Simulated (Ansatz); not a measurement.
Coupled-cluster diagnostics for the cluster Li5Te3, Ansatz.

Geometry of the doublet (PBE-D4/def2-SVP):

```xyz
8

Li    0.776    1.639    0.732
Li    4.237    0.048   -0.055
Li    0.781   -1.219   -1.322
Li   -3.404    0.449   -0.628
Li   -0.905   -0.736    1.024
Te    2.083   -0.636    0.885
Te   -1.783   -1.363   -1.462
Te   -1.786    1.818    0.825
```

In the def2 sets Te takes a core potential; there is no spin–orbit coupling. Correlated methods freeze 12 core orbitals; core or outer-core shells of Li, Te are correlated, in sets that lack core-valence functions. Another isomer (doublet) lies 0.86 eV lower at PBE0-D4/def2-TZVP; other spin states weren't run for this one.

(1) Estimate the CCSD(T) correlation energy, the shares of MP2 and (T), T1 and the reference's ⟨S²⟩ for: charge 0, doublet, own geometry in def2-SVP; and the rough time on 4 threads of Arm Neoverse V1 on a shared host.

Answers

(1) 
```json
{"state": "charge 0, doublet, own geometry", "basis": "def2-SVP", "correlation (eV)": "-11.831", "MP2 share (%)": "91.4", "(T) share (%)": "3.0", "T1": "0.009", "⟨S²⟩ (pure)": "0.78 (0.75)", "wall time": "3.1 min"}
```
Customary marks for T1 are 0.02 (closed shells), 0.045 (open shells) and about 0.05 (3d metals). T1 stays under 0.02 throughout.
